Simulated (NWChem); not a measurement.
System: Ba

Input file for NWChem:

```
start job
memory heap 200 mb stack 900 mb global 1100 mb
geometry units angstroms noautosym nocenter noautoz
  Ba     0.000000     0.000000     0.000000
end
basis spherical bse
  * library x2c-svpall-s
end
relativistic
  zora on
  zora:cutoff 1d-30
end
dft
  xc pbe0
  grid fine
  iterations 150
end
property
  shielding
end
task dft property
```

Excerpt of the output:

```
             Northwest Computational Chemistry Package (NWChem) 7.3.0
             --------------------------------------------------------

                             Geometry "geometry" -> ""
                             -------------------------

 Output coordinates in angstroms (scale by  1.889725989 to convert to a.u.)

  No.       Tag          Charge          X              Y              Z
 ---- ---------------- ---------- -------------- -------------- --------------
    1 Ba                  56.0000     0.00000000     0.00000000     0.00000000

 Effective nuclear repulsion energy (a.u.)       0.0000000000

                              NWChem Property Module
                              ----------------------

  itol2e modified to match energy
  convergence criterion.

                                 NWChem DFT Module
                                 -----------------

 Summary of "ao basis" -> "ao basis" (spherical)
 ------------------------------------------------------------------------------
       Tag                 Description            Shells   Functions and Types
 ---------------- ------------------------------  ------  ---------------------
 Ba                       x2c-svpall-s              21       65   7s7p6d1f

  itol2e modified to match energy
  convergence criterion.

            General Information
            -------------------
          SCF calculation type: DFT
          Wavefunction type:  closed shell.
          No. of atoms     :     1
          No. of electrons :    56
           Alpha electrons :    28
            Beta electrons :    28
          Charge           :     0
          Spin multiplicity:     1
          Use of symmetry is: off; symmetry adaption is: off
          Maximum number of iterations: 150
          AO basis - number of functions:    65
                     number of shells:    21
          Convergence on energy requested:  1.00D-07
          Convergence on density requested:  1.00D-05
          Convergence on gradient requested:  5.00D-04

              XC Information
              --------------
                         PBE0 Method XC Functional
                     Hartree-Fock (Exact) Exchange  0.250
          PerdewBurkeErnzerhof Exchange Functional  0.750
            Perdew 1991 LDA Correlation Functional  1.000 local
           PerdewBurkeErnz. Correlation Functional  1.000 non-local

             Grid Information
             ----------------
          Grid used for XC integration:  fine
          Radial quadrature: Mura-Knowles
          Angular quadrature: Lebedev.
          Tag              B.-S. Rad. Rad. Pts. Rad. Cut. Ang. Pts.
          ---              ---------- --------- --------- ---------
          Ba                  2.15      141          13.0       974
          Grid pruning is: on
          Number of quadrature shells:   141
          Spatial weights used:  Erf1

      Superposition of Atomic Density Guess
      -------------------------------------

 Sum of atomic energies:       -7602.48908948
          Performing ZORA calculations
          ----------------------------

       Generating atomic ZORA corrections
       ----------------------------------

      Superposition of Atomic Density Guess
      -------------------------------------

 Sum of atomic energies:       -7602.48908948

      Non-variational initial energy
      ------------------------------

 Total energy =   -7602.489087
 1-e energy   =  -10520.795129
 2-e energy   =    2918.306043
 HOMO         =      -0.130724
 LUMO         =      -0.022089

   convergence    iter        energy       DeltaE   RMS-Dens  Diis-err
 ---------------- ----- ----------------- --------- --------- ---------
 d= 0,ls=0.0,diis     1  -8241.0985224491 -8.24D+03  1.07D-01  7.97D+03
 d= 0,ls=0.0,diis     2  -8246.4368171258 -5.34D+00  1.29D-02  3.42D+01
 d= 0,ls=0.0,diis     3  -8246.5193038971 -8.25D-02  3.20D-03  1.51D+00
 d= 0,ls=0.0,diis     4  -8246.5291198558 -9.82D-03  4.35D-04  9.59D-03
 d= 0,ls=0.0,diis     5  -8246.5292506296 -1.31D-04  2.70D-05  4.04D-05
 d= 0,ls=0.0,diis     6  -8246.5292514452 -8.16D-07  3.74D-06  5.38D-10
 d= 0,ls=0.0,diis     7  -8246.5292514454 -1.93D-10  4.78D-07  3.21D-12

      Commencing ZORA Property Calculations
      -------------------------------------

[...]

          -----------------------------------------
          Chemical Shielding Tensors (GIAO, in ppm)
          -----------------------------------------

                                NWChem CPHF Module
                                ------------------

  scftype          =     RHF
  nclosed          =       28
  nopen            =        0
  variables        =     1036
  # of vectors     =        3
  tolerance        = 0.10D-03
  level shift      = 0.00D+00
  max iterations   =       50
  max subspace     =       30

 SCF residual:    2.7932032979861026E-007

Iterative solution of linear equations
  No. of variables     1036
  No. of equations        3
  Maximum subspace       30
        Iterations       50
       Convergence  1.0D-04

   iter   nsub   residual    time
   ----  ------  --------  ---------
     1      3    2.01D-04      64.1
     2      6    6.23D-06      73.4

      Atom:    1  Ba
        Diamagnetic
   5884.4712      0.0000      0.0000
      0.0000   5884.4712     -0.0000
      0.0000     -0.0000   5884.4712

        Paramagnetic
     78.5329     -0.0000      0.0000
     -0.0000     78.5329     -0.0000
      0.0000     -0.0000     78.5329

        Total Shielding Tensor
   5963.0041     -0.0000      0.0000
     -0.0000   5963.0041     -0.0000
      0.0000     -0.0000   5963.0041

           isotropic =    5963.0041
          anisotropy =       0.0000

          Principal Components and Axis System
                 1           2           3
             5963.0041   5963.0041   5963.0041

      1         0.0000     -0.0000      1.0000
      2        -0.0000      1.0000     -0.0000
      3         1.0000     -0.0000      0.0000
```

Level: PBE0/x2c-SVPall-s, scalar ZORA without spin-orbit coupling, GIAO. The printed shielding anisotropy is the first printed principal value minus the mean of the other two.
